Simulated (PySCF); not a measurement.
Question: Give a GFN2-xTB geometry of `C(c1ccc(F)cc1)(=O)Cl`.

Answer: 
```
atom  x, y, z in Å
O1     2.851    1.369   -0.333
C2     2.305    0.344   -0.075
Cl3    3.296   -1.078    0.295
C4     0.860    0.107   -0.023
C5     0.288   -1.128    0.285
C6    -1.085   -1.269    0.312
C7    -1.879   -0.169    0.030
F8    -3.213   -0.307    0.058
C9    -1.338    1.069   -0.279
C10    0.035    1.201   -0.305
H11    0.921   -1.974    0.502
H12   -1.546   -2.215    0.548
H13   -1.990    1.901   -0.493
H14    0.492    2.150   -0.542
```

Orientation and origin are arbitrary. Atoms count from 1 in this order. Of the pairs four or more bonds apart, Cl3···H11 is among the closest relative to their van der Waals radii: 2.55 Å, 86 % of the sum of Bondi's values. The 10 heavy atoms lie in one plane (0.001 Å rms). The 6-membered ring C4–C5–C6–C7–C9–C10 has internal angles of 118.6° to 122.0° (sum 720°, against 720° for a flat polygon); it is planar, 0.00 Å rms from its mean plane, widest ring torsion 0°. The C–C distances run from 1.379 Å (C9–C10, aromatic) to 1.465 Å (C2–C4, drawn single), a spread of 0.086 Å.

Bonds between heavy atoms (Å): O1=C2 1.190, C2–Cl3 1.772, C2–C4 1.465, C4–C5 1.395, C5–C6 1.381, C6–C7 1.386, C7–F8 1.341, C7–C9 1.386, C9–C10 1.379, C4–C10 1.400.

The geometry is computed with GFN2-xTB (gas phase).

Point group: Cs (every atom within 0.08 Å of its image). Stationary, but not proved a minimum. The numbers are those of one conformer (O1–C2–C4–C5 180°).
